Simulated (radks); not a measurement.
Co, configuration [Ar] 3d7 4s2. Method: non-relativistic Kohn-Sham, PBE, spin-polarised, spherical densities, point nucleus; open shells are filled with parallel spins first; computed with a radial shooting solver on a logarithmic mesh with Libxc functionals.

Local quantities along the radius. ELF = 1/(1 + alpha^2) is the electron localisation function; alpha = (tau - tau_W)/tau_unif compares the Pauli kinetic energy density with that of the uniform gas (summed over spins).

```
   r/bohr * ELF (the largest magnitude, 1, reaches the edge; | marks zero)
 0.002154 |                                                      *
 0.002873 |                                                      *
 0.003832 |                                                      *
 0.005111 |                                                      *
 0.006817 |                                                      *
 0.009092 |                                                      *
  0.01213 |                                                      *
  0.01617 |                                                      *
  0.02157 |                                                      *
  0.02877 |                                                     *
  0.03837 |                                                    *
  0.05118 |                                            *
  0.06826 |                        *
  0.09105 |              *
   0.1214 |                        *
    0.162 |                                        *
    0.216 |                                            *
   0.2881 |                              *
   0.3843 |         *
   0.5125 |                       *
   0.6836 |                                         *
   0.9118 |                                        *
    1.216 |                          *
    1.622 |           *
    2.163 |           *
    2.885 |                           *
    3.848 |                                        *
    5.133 |                                            *
    6.846 |                                        *
     9.13 |                    *
```

On this mesh the ELF has minima near r = 0.091, 0.38, 1.9 bohr, which separate the shells, and maxima near 0.22 (0.82), 0.79 (0.78), 5.1 (0.81).
